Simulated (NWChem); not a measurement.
System: C₂H₆BCl₂N; SMILES CN(C)B(Cl)Cl

The following NWChem deck was run.

```
start job
memory heap 200 mb stack 900 mb global 1100 mb
geometry units angstroms noautoz
  B      0.000000     0.000000    -0.318446
  Cl     0.000000    -1.517936    -1.261167
  Cl     0.000000     1.517936    -1.261167
  N      0.000000     0.000000     1.076095
  C      0.000000    -1.212423     1.894750
  C      0.000000     1.212423     1.894750
  H      0.888245    -1.232100     2.539712
  H     -0.888245    -1.232100     2.539712
  H      0.000000    -2.102904     1.268798
  H     -0.888245     1.232100     2.539712
  H      0.888245     1.232100     2.539712
  H      0.000000     2.102904     1.268798
end
basis spherical
  * library cc-pvtz
end
dft
  xc hfexch
  iterations 150
  semidirect filesize 400000000
  mulliken
end
task dft energy
```

NWChem printed, in part:

```
             Northwest Computational Chemistry Package (NWChem) 7.3.0
             --------------------------------------------------------

 C2V symmetry detected

                             Geometry "geometry" -> ""
                             -------------------------

 Output coordinates in angstroms (scale by  1.889725989 to convert to a.u.)

  No.       Tag          Charge          X              Y              Z
 ---- ---------------- ---------- -------------- -------------- --------------
    1 B                    5.0000     0.00000000     0.00000000    -0.29491789
    2 Cl                  17.0000     0.00000000    -1.51793600    -1.23763889
    3 Cl                  17.0000     0.00000000     1.51793600    -1.23763889
    4 N                    7.0000     0.00000000     0.00000000     1.09962311
    5 C                    6.0000     0.00000000    -1.21242300     1.91827811
    6 C                    6.0000     0.00000000     1.21242300     1.91827811
    7 H                    1.0000     0.88824500    -1.23210000     2.56324011
    8 H                    1.0000    -0.88824500    -1.23210000     2.56324011
    9 H                    1.0000     0.00000000    -2.10290400     1.29232611
   10 H                    1.0000    -0.88824500     1.23210000     2.56324011
   11 H                    1.0000     0.88824500     1.23210000     2.56324011
   12 H                    1.0000     0.00000000     2.10290400     1.29232611

 Effective nuclear repulsion energy (a.u.)     340.7642825723

      Symmetry information
      --------------------

 Group name             C2v
 Group number             16
 Group order               4
 No. of unique centers     6

  xc_inp: hfexch multiplicative factor not found.

                                 NWChem DFT Module
                                 -----------------

 Summary of "ao basis" -> "ao basis" (spherical)
 ------------------------------------------------------------------------------
       Tag                 Description            Shells   Functions and Types
 ---------------- ------------------------------  ------  ---------------------
 B                          cc-pvtz                 10       30   4s3p2d1f
 Cl                         cc-pvtz                 12       34   5s4p2d1f
 N                          cc-pvtz                 10       30   4s3p2d1f
 C                          cc-pvtz                 10       30   4s3p2d1f
 H                          cc-pvtz                  6       14   3s2p1d

      Symmetry analysis of basis
      --------------------------

        a1         93
        a2         45
        b1         53
        b2         81

            General Information
            -------------------
          SCF calculation type: DFT
          Wavefunction type:  closed shell.
          No. of atoms     :    12
          No. of electrons :    64
           Alpha electrons :    32
            Beta electrons :    32
          Charge           :     0
          Spin multiplicity:     1
          Use of symmetry is: on ; symmetry adaption is: on
          Maximum number of iterations: 150
          AO basis - number of functions:   272
                     number of shells:   100
          Convergence on energy requested:  1.00D-06
          Convergence on density requested:  1.00D-05
          Convergence on gradient requested:  5.00D-04

              XC Information
              --------------
                     Hartree-Fock (Exact) Exchange  1.000

      Superposition of Atomic Density Guess
      -------------------------------------

 Sum of atomic energies:       -1076.15680940

      Non-variational initial energy
      ------------------------------

 Total energy =   -1079.207181
 1-e energy   =   -2158.315693
 2-e energy   =     738.344229
 HOMO         =      -0.293821
 LUMO         =       0.073197

      Symmetry analysis of molecular orbitals - initial
      -------------------------------------------------

  Numbering of irreducible representations:

     1 a1          2 a2          3 b1          4 b2

  Orbital symmetries:

     1 a1          2 b2          3 a1          4 a1          5 b2
     6 a1          7 b2          8 a1          9 b2         10 a1
    11 b2         12 b1         13 a2         14 a1         15 a1
    16 a1         17 b2         18 b2         19 a1         20 a1
    21 a1         22 b1         23 b2         24 b2         25 b1
    26 a2         27 a1         28 b2         29 a1         30 a2
    31 b2         32 b1         33 b1         34 a1         35 a1
    36 b2         37 a1         38 b1         39 b2         40 a1
    41 a2         42 b2

------------------------------------------------------------
EAF file 0: "./job.aoints.0" size=943718400 bytes
------------------------------------------------------------
               write      read    awrite     aread      wait
               -----      ----    ------     -----      ----
     calls:     1800         0         0         0         0
   data(b): 9.44e+08  0.00e+00  0.00e+00  0.00e+00
   time(s): 0.00e+00  0.00e+00  0.00e+00  0.00e+00  0.00e+00
rate(mb/s): 0.00e+00  0.00e+00
------------------------------------------------------------

     ---------------------------------------------
      Total Density - Mulliken Population Analysis
     ---------------------------------------------

    Atom       Charge   Shell Charges
 -----------   ------   -------------------------------------------------------
    1 B    5     4.51   1.96  0.71  0.14  0.18  0.42  0.76  0.09  0.06  0.15  0.03
    2 Cl  17    17.29   2.00  1.88  1.18  0.19  0.64  5.82  3.01  1.11  1.43  0.01  0.02  0.00
    3 Cl  17    17.29   2.00  1.88  1.18  0.19  0.64  5.82  3.01  1.11  1.43  0.01  0.02  0.00
    4 N    7     7.14   1.95  0.93  0.21  0.29  1.02  1.97  0.71  0.01  0.05  0.00
    5 C    6     6.38   1.95  0.87  0.18  0.39  0.77  1.52  0.59  0.02  0.07  0.01
    6 C    6     6.38   1.95  0.87  0.18  0.39  0.77  1.52  0.59  0.02  0.07  0.01
    7 H    1     0.84   0.25  0.44  0.14  0.01  0.01  0.00
    8 H    1     0.84   0.25  0.44  0.14  0.01  0.01  0.00
    9 H    1     0.83   0.25  0.43  0.13  0.01  0.02  0.00
   10 H    1     0.84   0.25  0.44  0.14  0.01  0.01  0.00
   11 H    1     0.84   0.25  0.44  0.14  0.01  0.01  0.00
   12 H    1     0.83   0.25  0.43  0.13  0.01  0.02  0.00

   convergence    iter        energy       DeltaE   RMS-Dens  Diis-err
 ---------------- ----- ----------------- --------- --------- ---------
 d= 0,ls=0.0,diis     1  -1077.5115622123 -1.42D+03  1.60D-03  4.02D-01
 d= 0,ls=0.0,diis     2  -1077.5709628733 -5.94D-02  4.85D-04  6.85D-02
 d= 0,ls=0.0,diis     3  -1077.5798830908 -8.92D-03  2.31D-04  7.98D-03
 d= 0,ls=0.0,diis     4  -1077.5812451614 -1.36D-03  3.99D-05  1.68D-04
 d= 0,ls=0.0,diis     5  -1077.5812871736 -4.20D-05  1.50D-05  2.17D-05
  Resetting Diis
 d= 0,ls=0.0,diis     6  -1077.5812932408 -6.07D-06  5.76D-06  2.14D-06
 d= 0,ls=0.0,diis     7  -1077.5812940001 -7.59D-07  1.26D-06  1.60D-07

         Total DFT energy =    -1077.581294000113
      One electron energy =    -2162.525526183710
           Coulomb energy =      822.445391736418
    Exchange-Corr. energy =      -78.265442125090
 Nuclear repulsion energy =      340.764282572270

 Numeric. integr. density =        0.000000000000

                  Occupations of the irreducible representations
                  ----------------------------------------------

                     irrep           alpha         beta
                     --------     --------     --------
                     a1               14.0         14.0
                     a2                3.0          3.0
                     b1                4.0          4.0
                     b2               11.0         11.0

                       DFT Final Molecular Orbital Analysis
                       ------------------------------------

 Vector   30  Occ=2.000000D+00  E=-4.561234D-01  Symmetry=a2
              MO Center=  3.0D-16,  5.8D-14, -1.2D+00, r^2= 3.5D+00
   Bfn.  Coefficient  Atom+Function         Bfn.  Coefficient  Atom+Function
  ----- ------------  ---------------      ----- ------------  ---------------
    39      0.400610   2 Cl px               73     -0.400610   3 Cl px
    45      0.253519   2 Cl px               79     -0.253519   3 Cl px
    42      0.178586   2 Cl px               76     -0.178586   3 Cl px
    19     -0.031947   1 B  d -2

 Vector   31  Occ=2.000000D+00  E=-4.370653D-01  Symmetry=b2
              MO Center= -1.7D-16, -1.2D-14, -1.1D+00, r^2= 3.9D+00
   Bfn.  Coefficient  Atom+Function         Bfn.  Coefficient  Atom+Function
  ----- ------------  ---------------      ----- ------------  ---------------
    40      0.292905   2 Cl py               74      0.292905   3 Cl py
    41     -0.281940   2 Cl pz               75      0.281940   3 Cl pz
    47     -0.185467   2 Cl pz               81      0.185467   3 Cl pz
    46      0.182711   2 Cl py               80      0.182711   3 Cl py
    43      0.132732   2 Cl py               77      0.132732   3 Cl py

 Vector   32  Occ=2.000000D+00  E=-3.930781D-01  Symmetry=b1
              MO Center= -2.7D-16, -1.2D-16,  9.2D-01, r^2= 3.2D+00
   Bfn.  Coefficient  Atom+Function         Bfn.  Coefficient  Atom+Function
  ----- ------------  ---------------      ----- ------------  ---------------
   106      0.343116   4 N  px              109      0.305616   4 N  px
   103      0.253160   4 N  px               39     -0.165167   2 Cl px
    73     -0.165167   3 Cl px               45     -0.128603   2 Cl px
    79     -0.128603   3 Cl px              190     -0.118709   7 H  s
   204      0.118709   8 H  s               232      0.118709  10 H  s

 Vector   33  Occ=0.000000D+00  E= 1.289574D-01  Symmetry=a1
              MO Center=  3.0D-13, -6.3D-13,  2.3D+00, r^2= 8.0D+00
   Bfn.  Coefficient  Atom+Function         Bfn.  Coefficient  Atom+Function
  ----- ------------  ---------------      ----- ------------  ---------------
   132      2.478066   5 C  s               162      2.478066   6 C  s
     4     -1.249169   1 B  s               191     -0.991995   7 H  s
   205     -0.991995   8 H  s               233     -0.991995  10 H  s
   247     -0.991995  11 H  s               111     -0.545127   4 N  pz
    35      0.475567   2 Cl s                69      0.475567   3 Cl s

 Vector   34  Occ=0.000000D+00  E= 1.412813D-01  Symmetry=b1
              MO Center= -1.4D-13,  5.8D-15,  1.9D-01, r^2= 5.6D+00
   Bfn.  Coefficient  Atom+Function         Bfn.  Coefficient  Atom+Function
  ----- ------------  ---------------      ----- ------------  ---------------
    11      0.906913   1 B  px              191      0.568062   7 H  s
   205     -0.568062   8 H  s               233     -0.568062  10 H  s
   247      0.568062  11 H  s               139     -0.451008   5 C  px
   169     -0.451008   6 C  px               45     -0.354684   2 Cl px
    79     -0.354684   3 Cl px                8      0.308506   1 B  px

 Vector   35  Occ=0.000000D+00  E= 1.700479D-01  Symmetry=b2
              MO Center= -1.2D-13,  5.4D-13,  2.2D+00, r^2= 1.0D+01
   Bfn.  Coefficient  Atom+Function         Bfn.  Coefficient  Atom+Function
  ----- ------------  ---------------      ----- ------------  ---------------
   132      3.739615   5 C  s               162     -3.739615   6 C  s
   110      1.293798   4 N  py              191     -1.121996   7 H  s
   205     -1.121996   8 H  s               233      1.121996  10 H  s
   247      1.121996  11 H  s               219     -0.849085   9 H  s
   261      0.849085  12 H  s                35      0.586103   2 Cl s

------------------------------------------------------------
EAF file 0: "./job.aoints.0" size=1516240896 bytes
------------------------------------------------------------
               write      read    awrite     aread      wait
               -----      ----    ------     -----      ----
     calls:     2892         6         0     17346     17346
   data(b): 1.52e+09  3.15e+06  0.00e+00  9.09e+09
   time(s): 0.00e+00  0.00e+00  0.00e+00  0.00e+00  0.00e+00
rate(mb/s): 0.00e+00  0.00e+00
------------------------------------------------------------

     ---------------------------------------------
      Total Density - Mulliken Population Analysis
     ---------------------------------------------

    Atom       Charge   Shell Charges
 -----------   ------   -------------------------------------------------------
    1 B    5     4.82   1.96  0.68  0.12  0.10  0.56  0.99  0.07  0.08  0.22  0.04
    2 Cl  17    17.19   2.00  1.88  1.16  0.19  0.66  5.82  2.94  1.08  1.43  0.01  0.03  0.00
    3 Cl  17    17.19   2.00  1.88  1.16  0.19  0.66  5.82  2.94  1.08  1.43  0.01  0.03  0.00
    4 N    7     7.04   1.95  0.89  0.18  0.29  1.00  1.95  0.71  0.01  0.05  0.00
    5 C    6     6.18   1.96  0.81  0.15  0.33  0.80  1.52  0.49  0.02  0.08  0.01
    6 C    6     6.18   1.96  0.81  0.15  0.33  0.80  1.52  0.49  0.02  0.08  0.01
    7 H    1     0.91   0.27  0.51  0.11  0.01  0.02  0.00
    8 H    1     0.91   0.27  0.51  0.11  0.01  0.02  0.00
    9 H    1     0.88   0.27  0.49  0.09  0.01  0.02  0.00
   10 H    1     0.91   0.27  0.51  0.11  0.01  0.02  0.00
   11 H    1     0.91   0.27  0.51  0.11  0.01  0.02  0.00
   12 H    1     0.88   0.27  0.49  0.09  0.01  0.02  0.00

     -------------------------------------------
      Total Density - Lowdin Population Analysis
     -------------------------------------------

    Atom       Charge   Shell Charges
 -----------   ------   -------------------------------------------------------
    1 B    5     6.24   1.60  0.53  0.32  0.23  0.54  1.09  0.56  0.15  0.99  0.23
    2 Cl  17    16.58   1.98  1.33  1.02  0.63  0.59  5.04  2.77  1.67  1.49  0.01  0.05  0.00
    3 Cl  17    16.58   1.98  1.33  1.02  0.63  0.59  5.04  2.77  1.67  1.49  0.01  0.05  0.00
    4 N    7     6.63   1.57  0.63  0.38  0.26  0.96  1.68  0.90  0.01  0.22  0.01
    5 C    6     5.90   1.57  0.56  0.31  0.23  0.72  1.37  0.72  0.04  0.35  0.05
    6 C    6     5.90   1.57  0.56  0.31  0.23  0.72  1.37  0.72  0.04  0.35  0.05
    7 H    1     1.03   0.26  0.42  0.18  0.02  0.13  0.03
    8 H    1     1.03   0.26  0.42  0.18  0.02  0.13  0.03
    9 H    1     1.03   0.26  0.41  0.17  0.02  0.14  0.03
   10 H    1     1.03   0.26  0.42  0.18  0.02  0.13  0.03
   11 H    1     1.03   0.26  0.42  0.18  0.02  0.13  0.03
   12 H    1     1.03   0.26  0.41  0.17  0.02  0.14  0.03

     Multipole analysis of the density
     ---------------------------------

     L   x y z        total         alpha         beta         nuclear
     -   - - -        -----         -----         ----         -------
     0   0 0 0      0.000000    -32.000000    -32.000000     64.000000

     1   1 0 0      0.000000      0.000000      0.000000      0.000000
     1   0 1 0     -0.000000     -0.000000     -0.000000     -0.000000
     1   0 0 1      1.269158      0.634579      0.634579      0.000000

     2   2 0 0    -37.657868    -24.463925    -24.463925     11.269982
     2   1 1 0     -0.000000     -0.000000     -0.000000      0.000000
     2   1 0 1      0.000000      0.000000      0.000000      0.000000
     2   0 2 0    -37.950786   -216.985082   -216.985082    396.019377
     2   0 1 1      0.000000      0.000000      0.000000      0.000000
     2   0 0 2    -36.549435   -258.887825   -258.887825    481.226215
```

Level: Hartree-Fock/cc-pVTZ. Structure relaxed at the B3LYP/6-31G* (spherical d) level.
